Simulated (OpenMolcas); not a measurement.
Levels of Ni2+ by method

```json
{
  "Program": "OpenMolcas",
  "Basis": "ANO-R1 [5s4p2d1f]",
  "Scalar Hamiltonian": "X2C, finite nucleus",
  "Active space": "8 electrons in 5 orbitals (3d)",
  "State averaging": "2S+1 = 3 even, 10 roots; 2S+1 = 1 even, 15 roots",
  "Spin-orbit coupling": "state interaction with AMFI integrals over the reference wave functions, term energies averaged over their components"
}
```

Methods on the same reference wave functions:
A. CASSCF
B. SS-CASPT2, IPEA 0.25 Eh, imaginary shift 0.1 Eh (closed shells correlated: 3s 3p)
C. XMS-CASPT2, IPEA 0.25 Eh, imaginary shift 0.1 Eh (closed shells correlated: 3s 3p)

Energies in cm-1 above 3d8 3F4, the measured ground level; measured values from Corliss and Sugar, J. Phys. Chem. Ref. Data 10, 197 (1981).

```
  Level      A      B      C  Measured
3d8 3F4    0.0    0.0    0.0       0.0
3d8 3F3   1367   1369   1368      1361
3d8 3F2   2306   2290   2290      2270
3d8 1D2  17002  13780  14240     14032
3d8 3P2  20615  18110  18060     16662
3d8 3P1  21005  18550  18470     16978
3d8 3P0  21278  18810  18730     17231
3d8 1G4  26372  24280  24590     23109
3d8 1S0  63515  54100  54310     52532
```

Deviations, from unrounded energies. A percentage is the sum of absolute deviations over the sum of measured energies, with the sign that they share, or ± where signs differ.

```tsv
Against measurement	Levels	A	B	C
mean absolute deviation (cm-1)	8	3700	950	990
fine structure of the ground term (%)	2	+1.2	+0.7	+0.8
other terms of the ground configuration (%)	6	+20.8	±5.4	+5.6
```

B, C lie about equally close to measurement and A furthest from it. The largest miss of B in the table is 3d8 3P0, by +1600 cm-1. The ranking rests on the paired levels alone, and a cruder setting can come out closer through cancelling errors.

Between B and C the level of the table that moves most is 3d8 1D2, by 460 cm-1 (lowest in B, highest in C). Moves below CASPT2's spread within the term are not significant.

The mean deviations of B to C differ by less than CASPT2's widest spread within a term (1600 cm-1), so their order carries little weight.

From A to B the spin-free energies of the other terms of 3d8 shown, above 3F, scale by factors of 0.80 to 0.92, as is usual when dynamic correlation screens the repulsion within a d or f shell.

The lowest spin-free term lies below A's lowest term by 0.455 hartree in B, 0.462 hartree in C.

Term energies are means over components that CASPT2 splits; among the terms shown or strongly mixed into the levels shown the widest spread is 1600 cm-1 (3d8 1G, C). Some levels mix across a computed gap that differs much from the measured one, so their mixing is not that of the real levels. Without dynamic correlation excited terms often stand tens of per cent too high (terms of higher spin than the ground term too low), and those without a measured partner can miss by more than the paired ones (holds for A). Computed and measured levels are paired by configuration, term and J; levels that our copy of the source lacks, or whose pairing is in doubt (as where it misses far off the trend of its configuration), stay unpaired and out of the deviations. Only configurations of the active space appear.
